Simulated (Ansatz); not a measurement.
```yaml
crystal:
  periodic: [false, false, false]
  atoms:
    - {symbol: F, position_ang: [-0.574694, -0.193423, 1.880981]}
    - {symbol: Zr, position_ang: [-0.022803, -0.024722, 0.097693]}
    - {symbol: Br, position_ang: [1.988981, -1.420800, -0.263568]}
    - {symbol: Br, position_ang: [-1.849218, -0.782879, -1.391001]}
    - {symbol: Br, position_ang: [0.507734, 2.348223, -0.365406]}
basis:
  gaussian: {orbitals: def2-mTZVP}
hamiltonian: {xc: {name: r2SCAN50}}
accuracy: high
output: {forces: true}
```

```sh
$ ansatz run in.yaml --threads 4 --pin off --events-out ev --progress --plain --max-ram 11315MiB
```

Shortened log:

```
Functional definition: r2SCAN50
  name "r2SCAN50"
  cite "Bursch, Neugebauer, Ehlert & Grimme, J. Chem. Phys. 156, 134105 (2022) doi:10.1063/5.0086040"
  cite "Furness, Kaplan, Ning, Perdew & Sun, J. Phys. Chem. Lett. 11, 8208 (2020) doi:10.1021/acs.jpclett.0c02405"
  cite "Furness, Kaplan, Ning, Perdew & Sun, J. Phys. Chem. Lett. 11, 9248 (2020) doi:10.1021/acs.jpclett.0c03077"
  parent r2scan
  parameter a = 0.5
  parameter k0 = 0.174
  parameter k1 = 0.065
  parameter a1 = 4.9479
  exchange = (1 - a)*r2scan_x(k0 = k0, k1 = k1, a1 = a1) + a*exact_x
  correlation = r2scan_c
2833 factors; integrals over basis functions are off by at most 6.3e-8 eV
mean field evaluation 1: about -214137.8586 eV, gradient 4.1e1 eV
mean field evaluation 2: about -214130.1000 eV, gradient 8.0e1 eV
mean field evaluation 4: about -214141.0264 eV, gradient 1.8e0 eV
mean field evaluation 8: about -214141.2127 eV, gradient 3.1e-1 eV
mean field evaluation 16: about -214141.2128 eV, gradient 4.4e-5 eV
mean field -214141.21284790 eV, -7869.5444220329 hartree, gradient 2.4e-8 eV, S^2 0.000000; 0 other end points of the search recorded, 0 dependent functions left out
the calculation of the forces begins
reference -214141.21284883 eV, -7869.5444220672 hartree; 63, 63 occupied and 97, 97 virtual orbitals, 2833 factors
Total energy: -214141.21284883 eV, -7869.5444220672 hartree
Atom 0 at    -0.574694    -0.193423     1.880981 Å, force     0.043485     0.013284    -0.140410 eV/Å
Atom 1 at    -0.022803    -0.024722     0.097693 Å, force    -0.033658    -0.010474     0.109062 eV/Å
Atom 2 at     1.988981    -1.420800    -0.263568 Å, force    -0.014678     0.008489     0.007872 eV/Å
Atom 3 at    -1.849218    -0.782879    -1.391001 Å, force     0.010014     0.004430     0.015041 eV/Å
Atom 4 at     0.507734     2.348223    -0.365406 Å, force    -0.005164    -0.015730     0.008436 eV/Å
Dipole moment:     0.018345     0.005637    -0.059323 e Å
```

Hardware: 4 threads of an Intel Xeon 6975P-C on a shared host. Wall time 16 s, peak host memory 1.1 GiB.
